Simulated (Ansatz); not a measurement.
**Relative stability**

The two ends of one reaction step of SiH3F3, singlet (PBE0-D4/def2-TZVP).

A:

Si1  (-0.640, 0.241, -0.606)
F2  (2.039, -0.941, 1.266)
F3  (-1.993, 1.024, -0.854)
F4  (-0.282, 0.423, 0.946)
H5  (0.432, 0.869, -1.394)
H6  (1.306, -0.423, 1.495)
H7  (-0.861, -1.193, -0.853)
(Å)

B:

```
7
angstrom
Si 0.1930 0.9436 -0.3234
F 1.5141 0.1386 -0.0388
F -0.6715 0.1289 -1.3546
F -0.6163 1.0593 1.0200
H 0.5046 2.2704 -0.8507
H -0.1460 -2.2684 0.9723
H -0.7779 -2.2723 0.5752
```

Program: Ansatz 0.2.0. Basis: def2-TZVPP. Cores are frozen in the correlated methods. B3LYP uses VWN-RPA correlation.

(1) Which structure is lower at CCSD(T), and by how much? (Judge from chemistry; the value comes from the calculation.)

The T1 diagnostic stays at or below 0.012.

Answers

(1) By the calculation: B, by 125.0 kJ/mol (electronic energy, against the other). By their contacts, A is a complex of SiH₂F₂ ([F][SiH2][F]) + HF and B is a complex of SiHF₃ ([F][SiH]([F])[F]) + H₂.

All methods give the same order:

| method | E(B) − E(A) (kJ/mol) |
| --- | --- |
| SPW92 | -114.3 |
| PBE-D4 | -117.1 |
| BLYP-D4 | -123.8 |
| r2SCAN-D4 | -132.3 |
| B97M-V | -133.6 |
| PBE0-D4 | -118.2 |
| B3LYP-D4 | -124.2 |
| r2SCAN0-D4 | -129.7 |
| BHLYP-D4 | -126.2 |
| CAM-B3LYP-D4 | -125.0 |
| wB97X-V | -124.2 |
| wB97M-V | -126.4 |
| B2PLYP | -126.0 |
| PBE-QIDH | -123.3 |
| RPA on PBE | -122.7 |
| HF | -129.3 |
| MP2 | -128.6 |
| CCSD | -124.5 |
| CCSD(T) | -125.0 |

Labels in which every atom is bracketed show which atoms are joined, not bond orders.

For scale, one of the runs: CCSD(T)/def2-TZVPP, 177 basis functions, launched by `ansatz run in.yaml --threads 2 --pin off --events-out ev --progress --plain --max-ram 4352MiB`. Time: 58 s of wall clock on 2 CPU threads; the host was shared. Peak host memory: 1.7 GiB.
